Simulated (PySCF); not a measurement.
**Molecular orbitals of AsF**

PBE0 at R = 1.745 Å; basis As cc-pVTZ-PP with ECP10, F cc-pVTZ; scalar-relativistic core potentials; PySCF 2.14. State: ³Σ⁻ (triplet), unpaired electrons π ↑↑. Only the outer orbitals are listed, counted within each symmetry, core potentials removing the inner ones.

```json
{"spin": "α", "orbital": "5σ", "occ.": "1", "ε (eV)": "-32.86", "on As (%)": "7", "main shells (%)": "92 F s"}
{"spin": "α", "orbital": "6σ", "occ.": "1", "ε (eV)": "-17.74", "on As (%)": "75", "main shells (%)": "74 As s, 21 F p"}
{"spin": "α", "orbital": "3π", "occ.": "1", "ε (eV)": "-12.40", "on As (%)": "11", "main shells (%)": "89 F p, 9 As p"}
{"spin": "α", "orbital": "3π", "occ.": "1", "ε (eV)": "-12.40", "on As (%)": "11", "main shells (%)": "89 F p, 9 As p"}
{"spin": "α", "orbital": "7σ", "occ.": "1", "ε (eV)": "-12.20", "on As (%)": "41", "main shells (%)": "59 F p, 20 As s, 19 As p"}
{"spin": "α", "orbital": "4π", "occ.": "1", "ε (eV)": "-6.74", "on As (%)": "92", "main shells (%)": "91 As p"}
{"spin": "α", "orbital": "4π", "occ.": "1", "ε (eV)": "-6.74", "on As (%)": "92", "main shells (%)": "91 As p"}
{"spin": "α", "orbital": "8σ", "occ.": "0", "ε (eV)": "-1.06", "on As (%)": "93", "main shells (%)": "80 As p, 9 As d, 9 F p"}
{"spin": "α", "orbital": "9σ", "occ.": "0", "ε (eV)": "3.23", "on As (%)": "101", "main shells (%)": "98 As s"}
{"spin": "α", "orbital": "5π", "occ.": "0", "ε (eV)": "5.94", "on As (%)": "100", "main shells (%)": "98 As p"}
{"spin": "β", "orbital": "5σ", "occ.": "1", "ε (eV)": "-32.54", "on As (%)": "7", "main shells (%)": "92 F s"}
{"spin": "β", "orbital": "6σ", "occ.": "1", "ε (eV)": "-16.21", "on As (%)": "59", "main shells (%)": "58 As s, 36 F p"}
{"spin": "β", "orbital": "3π", "occ.": "1", "ε (eV)": "-11.78", "on As (%)": "8", "main shells (%)": "92 F p"}
{"spin": "β", "orbital": "3π", "occ.": "1", "ε (eV)": "-11.78", "on As (%)": "8", "main shells (%)": "92 F p"}
{"spin": "β", "orbital": "7σ", "occ.": "1", "ε (eV)": "-11.37", "on As (%)": "56", "main shells (%)": "44 F p, 37 As s, 18 As p"}
{"spin": "β", "orbital": "4π", "occ.": "0", "ε (eV)": "-2.65", "on As (%)": "95", "main shells (%)": "95 As p"}
{"spin": "β", "orbital": "4π", "occ.": "0", "ε (eV)": "-2.65", "on As (%)": "95", "main shells (%)": "95 As p"}
{"spin": "β", "orbital": "8σ", "occ.": "0", "ε (eV)": "-0.30", "on As (%)": "94", "main shells (%)": "81 As p, 8 As d, 8 F p"}
```

Q: Which are the highest filled and the lowest empty level, where do they sit, and how wide is the gap?

A: Highest filled α 4π at -6.74 eV (in %: 91 As p); lowest empty β 4π at -2.65 eV (in %: 95 As p); the gap at PBE0 is 4.09 eV. Both belong to one degenerate shell, split only by its one-sided filling, so this is no excitation gap.

The bond order (Mayer) is 1.03 and the ⟨S²⟩ is 2.005. The charge on As (Mulliken, basis-dependent) is 0.34, the charge on As (Löwdin, basis-dependent) is 0.22 and the dipole moment (positive dipole means As(−)F(+)) is -1.71 D. The polarisability along the bond is 27.0 bohr³ and the polarisability across the bond is 23.4 bohr³.

Shares are Mulliken populations and can fall outside 0 to 100 %.

Spin–orbit coupling is left out. The state is the lowest determinant that a PBE0 search found; another state may lie lower at other levels.
